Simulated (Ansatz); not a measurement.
C₃H₉B (SMILES BC(C)C), singlet, geometry from GFN2-xTB, atoms displaced at random by about 0.03 Å a coordinate; R2SCAN/STO-3G, gradient (Ansatz, a program for electronic structure).

Input for Ansatz:
Ansatz 0.2 input:
```yaml
crystal:
  periodic: [false, false, false]
  atoms:
    - {symbol: B, position_ang: [-0.65543796, 1.48642859, 0.37232711]}
    - {symbol: H, position_ang: [-1.24790294, 1.61287163, 1.37234768]}
    - {symbol: H, position_ang: [-0.35528962, 2.41121025, -0.21136932]}
    - {symbol: C, position_ang: [-0.28745138, 0.05124623, -0.14646525]}
    - {symbol: C, position_ang: [-0.19097075, -1.06760991, 0.88992828]}
    - {symbol: C, position_ang: [0.94298207, -0.03554245, -1.05826382]}
    - {symbol: H, position_ang: [-1.14281067, -0.28484677, -0.77545226]}
    - {symbol: H, position_ang: [-0.01833471, -2.02927764, 0.50830299]}
    - {symbol: H, position_ang: [0.68203023, -0.89970667, 1.55521090]}
    - {symbol: H, position_ang: [-1.10931504, -1.15228030, 1.56403971]}
    - {symbol: H, position_ang: [0.80819653, 0.65409277, -1.87409897]}
    - {symbol: H, position_ang: [1.02632933, -1.07163706, -1.52311867]}
    - {symbol: H, position_ang: [1.86893162, 0.16201813, -0.55913978]}
basis:
  gaussian:
    orbitals: STO-3G
hamiltonian:
  xc: r2scan
output: {forces: true}
```

**Question.** Write the output that Ansatz gives for this input, abridged.

**Answer.** 
```
Functional definition: r2SCAN
401 factors; integrals over basis functions are off by at most 9.1e-5 eV
mean field evaluation 1: about -3884.2002 eV, gradient 6.3e0 eV
mean field evaluation 2: about -3884.2768 eV, gradient 3.5e0 eV
mean field evaluation 4: about -3884.3183 eV, gradient 4.2e-1 eV
mean field evaluation 8: about -3884.1920 eV, gradient 4.5e-3 eV
mean field -3884.19199553 eV, -142.7414230358 hartree, gradient 1.7e-5 eV, S^2 0.000000; 0 other end points of the search recorded, 0 dependent functions left out
the calculation of the forces begins
reference -3884.19200195 eV, -142.7414232717 hartree; 16, 16 occupied and 13, 13 virtual orbitals, 401 factors
Total energy: -3884.19200195 eV, -142.7414232717 hartree
Atom 0 at    -0.655438     1.486429     0.372327 Å, force    -0.186789    -1.323948     0.769174 eV/Å
Atom 1 at    -1.247903     1.612872     1.372348 Å, force    -0.165721     0.021958     0.121610 eV/Å
Atom 2 at    -0.355290     2.411210    -0.211369 Å, force     0.339436     1.126367    -0.812200 eV/Å
Atom 3 at    -0.287451     0.051246    -0.146465 Å, force    -0.579559    -0.620129    -0.295425 eV/Å
Atom 4 at    -0.190971    -1.067610     0.889928 Å, force    -0.736049     1.221248     3.922004 eV/Å
Atom 5 at     0.942982    -0.035542    -1.058264 Å, force    -0.468090    -1.913141    -1.588956 eV/Å
Atom 6 at    -1.142811    -0.284847    -0.775452 Å, force    -0.189033     0.573456    -0.202971 eV/Å
Atom 7 at    -0.018335    -2.029278     0.508303 Å, force     0.141940    -1.981347    -1.562242 eV/Å
Atom 8 at     0.682030    -0.899707     1.555211 Å, force    -0.398642     0.196914    -0.041339 eV/Å
Atom 9 at    -1.109315    -1.152280     1.564040 Å, force     1.181852     0.368971    -0.971232 eV/Å
Atom 10 at     0.808197     0.654093    -1.874099 Å, force     0.229382     0.720009    -0.749623 eV/Å
Atom 11 at     1.026329    -1.071637    -1.523119 Å, force    -0.123808     1.223557     0.692190 eV/Å
Atom 12 at     1.868932     0.162018    -0.559140 Å, force     0.955081     0.386085     0.719009 eV/Å
Dipole moment:    -0.008101    -0.085669    -0.065227 e Å
```
